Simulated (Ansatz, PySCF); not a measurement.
Process, species as SMILES: [TeH] (HTe) -> [TeH-] (an electron is taken up)

Wanted: adiabatic electron affinity (0 K, with zero-point energies), in eV. Positive where the reaction releases energy. Terms: def2 sets with scalar-relativistic core potentials past Kr; STO-3G and 3-21G all-electron and non-relativistic; UHF or UKS for open shells; spin-orbit terms left out. Ab initio and DFT rows: single points at B3LYP-D3(BJ) geometries (Ansatz, a first-principles code), with unscaled harmonic terms from B3LYP/6-31G* (LANL2DZ past Ar) at its own minima. Sets without +, aug- or the D of def2-TZVPD hold no diffuse functions, which anions need.

| species | coefficient | E at HF/3-21G (Ansatz), Eh | E at M06-2X/def2-TZVPD (PySCF), Eh | zero-point energy, kcal/mol |
|---|---|---|---|---|
| [TeH] (HTe) | +1 | -6583.75382 | -268.51641 | 2.89 |
| [TeH-] | -1 | -6583.79281 | -268.59009 | 2.74 |

 1 Eh = 27.2114 eV and 1 eV = 23.0605 kcal/mol.

Question: Compute it at each level from the table.

Answer: 
- HF/3-21G: the sum of coefficient times E is 0.03899 Eh, or 1.061 eV; the thermal terms add 0.007. Result: 1.07 eV.
- M06-2X/def2-TZVPD: the sum of coefficient times E is 0.07368 Eh, or 2.005 eV; the thermal terms add 0.007. Result: 2.01 eV.
